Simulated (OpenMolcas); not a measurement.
An OpenMolcas run meant for Co VIII (ANO-RCC-VTZP, DKH3; inactive shells 1s 2s 2p 3s 3p; intended active space 2 electrons in 5 orbitals (3d)). One step of its input:

```
&RASSCF
FileOrb=start.orb
Symmetry=1
Spin=3
nActEl=3 0 0
Inactive=3 6
Ras2=5 0
CIRoot=10 10 1
SDav=10
CIMx=300
Iter=58 100
PrWF=0.3
OrbListing=Nothing
MaxOrb=0
Atom
>>> COPY $Project.JobIph JOB001
```

Lines from the output:

```
--- SEWARD ---
Basis set label: CO.ANO-RCC...6S5P3D2F1G.

      Electronic valence basis set:
      ------------------
      Associated Effective Charge  27.000000 au
      Associated Actual Charge     27.000000 au
      Nuclear Model: Point charge

      Shell  nPrim  nBasis  Cartesian Spherical Contaminant
         s      21       6        X
         p      15       5        X
         d      10       3                 X
         f       6       2                 X
         g       4       1                 X
Relativistic=R03O02
                  Relativistic Douglas-Kroll-Hess integrals:
                    - DKH order of Hamiltonian: 3
                    - DKH order of Properties : 2
--- RASSCF ---

 Nr of active orbitals     NAC=   5
 Spin degeneracy         ISPIN=   3
 There can be no such wave function.
 ************************************************
--- Stop Module: rasscf at  /rc=_RC_INPUT_ERROR_ ---
.####################.
.# User input error #.
.####################.
```

Q: What is wrong with the input?

A: nActEl holds one electron too many for this ion, which clashes with the multiplicity.
